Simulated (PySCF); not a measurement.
Excitations are Tamm–Dancoff values on a coarser integration grid. The basis has no diffuse functions, so Rydberg states are missing or too high.

Cartesian coordinates (Å):
SMILES: C[O][Ge]([NH2])([NH2])[NH2]
```xyz
15

C      2.0462     0.0253     0.7802
O      1.2349    -0.5790    -0.1988
Ge    -0.4974    -0.1511    -0.2814
N     -0.9205     1.5935    -0.6078
N     -1.0449    -1.2228    -1.6470
N     -1.1776    -0.4499     1.3882
H      3.0636    -0.3922     0.7002
H      1.6761    -0.1567     1.8072
H      2.1218     1.1236     0.6436
H     -0.5060     1.9929    -1.4469
H     -0.7599     2.2252     0.1745
H     -0.2665    -1.6190    -2.1704
H     -1.7064    -0.7950    -2.2903
H     -1.1104    -1.4268     1.6708
H     -2.1529    -0.1680     1.4779
```
Charge 0, multiplicity 1.

Estimate the total energy, T1 excitation (TDA), S1–T1 gap (TDA), S1 excitation (TDA) and HOMO–LUMO gap that r2SCAN-D4/def2-TZVP // r2SCAN-D4/def2-SVP run with PySCF 2.14.0 returns for this input.


```json
{
  "total_energy": "-64219.91 eV",
  "T1 excitation (TDA)": "5.95 eV",
  "S1–T1 gap (TDA)": "0.32 eV",
  "S1 excitation (TDA)": "6.27 eV",
  "HOMO–LUMO gap": "6.23 eV"
}
```
